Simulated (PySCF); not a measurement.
disulfane (H2S2), singlet, at a GFN2-xTB geometry, atoms displaced at random by about 0.05 Å a coordinate. Base run: PySCF with B3LYP/STO-3G.

Here is a job for PySCF.
```python
from pyscf import gto, scf, dft
from pyscf.geomopt import geometric_solver

mol = gto.M(
    atom='''
S    -0.88081212   -0.00749778    0.53445721
S     0.86446522    0.17377101   -0.51523021
H    -1.53371068   -0.88713784   -0.37774378
H     1.54302148   -0.84433057    0.22790580
''',
    basis='sto-3g',
    verbose=3,
)

def method(m):
    mf = dft.RKS(m)
    mf.xc = 'b3lyp'
    return mf

conv, mol_eq = geometric_solver.kernel(method(mol), maxsteps=100)
print('optimisation converged:', conv)
print(mol_eq.tostring(format='xyz'))
mf = method(mol_eq)
mf.kernel()
```

Variants of this job, named by their change:

```tsv
change	ΔE vs base (µEh)	optimiser steps	core-seconds (rough)	outcome
base	0.0	6	20	converged
convergence_set = TURBOMOLE	0.0	7	20	converged
convergence_set = NWCHEM_LOOSE	0.0	6	8	converged
trust = 0.02	0.0	7	10	converged
convergence_set = GAU_LOOSE	0.0	6	10	converged
convergence_set = GAU_VERYTIGHT	-	-	-	not converged
coordsys = cart	5.9	9	10	converged
```
